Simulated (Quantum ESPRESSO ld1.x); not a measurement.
Q: The mean radii <r> (bohr) of the occupied orbitals of an atom or ion are listed with their occupations. Calculated with ld1.x of Quantum ESPRESSO 7.5: Dirac Kohn-Sham, PW91, spin-unpolarised, spherical densities, point nucleus.

orbital      occ.      <r>
1s1/2           2  0.02664
2s1/2           2   0.1124
2p1/2           2  0.09453
2p3/2           4   0.1000
3s1/2           2   0.2721
3p1/2    0.333333   0.2579
3p3/2    0.666667   0.2661

Name the element and its charge. Open shells, if any, are shared by 2j + 1.

A: Z = 54, xenon, charge +41: Xe41+ in [Ne] 3s2 3p1. The 1s radius gives Z: for a bare nucleus <r> = (2 gamma + 1)/(2Z) with gamma = sqrt(1 - (Z/c)^2), 0.02628 bohr for Z = 54, and screening makes it slightly larger (0.02664 here). The occupations add up to 13, and the charge is Z minus that.
